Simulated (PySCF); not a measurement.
First SCF of a structure search on singlet Sr₃, at a hand-made linear chain geometry. PySCF input:

```python
from pyscf import gto, scf, dft
mol = gto.M(atom='''
Sr     0.000000     0.000000     0.000000
Sr     0.000000     0.000000     3.796200
Sr     0.000000     0.000000    -3.796200''',
    basis={'Sr': 'def2-TZVP'},
    ecp={'Sr': 'def2-TZVP'},
    charge=0, spin=0)
mf = dft.RKS(mol, xc='PBE0')
mf.grids.atom_grid = (50, 194)
aux = {'Sr': 'def2-universal-JKFIT'}
mf = mf.density_fit(auxbasis=aux)
mf.conv_tol = 1e-08
mf.diis_space = 10
mf.max_cycle = 60
mf.init_guess = 'minao'
mf.verbose = 4
mf.kernel()
```

Excerpt of the output (cycles and frontier levels):

```
init E= -87.2271422297336
cycle= 1 E= -91.5038608202587  delta_E= -4.28  |g|= 0.932  |ddm|= 4.38
cycle= 2 E= -91.0345587026364  delta_E= 0.469  |g|= 1.15  |ddm|= 5.03
  HOMO = -0.0750280252598362  LUMO = -0.0737503665891174  gap/eV = 0.03477
cycle= 3 E= -91.9276456719641  delta_E= -0.893  |g|= 0.332  |ddm|= 3.33
  HOMO = -0.0720786423428117  LUMO = -0.0687320533255091  gap/eV = 0.09107
cycle= 4 E= -92.0095348463797  delta_E= -0.0819  |g|= 0.169  |ddm|= 2.29
  HOMO = -0.09811744863696  LUMO = -0.0647734778217282  gap/eV = 0.90734
cycle= 5 E= -92.0235759793239  delta_E= -0.014  |g|= 0.0588  |ddm|= 0.586
  HOMO = -0.112856461961557  LUMO = -0.0662886859682904  gap/eV = 1.26717
cycle= 6 E= -92.0263018085051  delta_E= -0.00273  |g|= 0.0194  |ddm|= 0.601
  HOMO = -0.111153105208353  LUMO = -0.0628519132877901  gap/eV = 1.31434
cycle= 7 E= -92.0265892135919  delta_E= -0.000287  |g|= 0.00292  |ddm|= 0.0959
  HOMO = -0.110620208645867  LUMO = -0.0620072507818172  gap/eV = 1.32283
cycle= 8 E= -92.0266009732068  delta_E= -1.18e-05  |g|= 0.000675  |ddm|= 0.0337
  HOMO = -0.110565592974265  LUMO = -0.0619100253397529  gap/eV = 1.32399
cycle= 9 E= -92.0266016272658  delta_E= -6.54e-07  |g|= 0.000367  |ddm|= 0.011
  HOMO = -0.110623592537703  LUMO = -0.0619497209590177  gap/eV = 1.32448
cycle= 10 E= -92.0266017981833  delta_E= -1.71e-07  |g|= 4.18e-05  |ddm|= 0.00349
  HOMO = -0.110623669218074  LUMO = -0.0619533658996978  gap/eV = 1.32439
cycle= 11 E= -92.0266018083395  delta_E= -1.02e-08  |g|= 1.42e-05  |ddm|= 0.00114
  HOMO = -0.110622816422467  LUMO = -0.0619507849415704  gap/eV = 1.32443
cycle= 12 E= -92.0266018087551  delta_E= -4.16e-10  |g|= 1.6e-06  |ddm|= 0.000287
  HOMO = -0.110622967614153  LUMO = -0.0619512155518334  gap/eV = 1.32443
Extra cycle  E= -92.0266018087561  delta_E= -9.95e-13  |g|= 1.98e-06  |ddm|= 1.99e-05
converged SCF energy = -92.0266018087561
```

No lower solution of this spin was found from smeared starts or by a stability analysis within the restricted form, which does not test spin polarisation.

The search for the lowest solution, 3 starts and the stability check together, took about 15 core-seconds on a shared host.
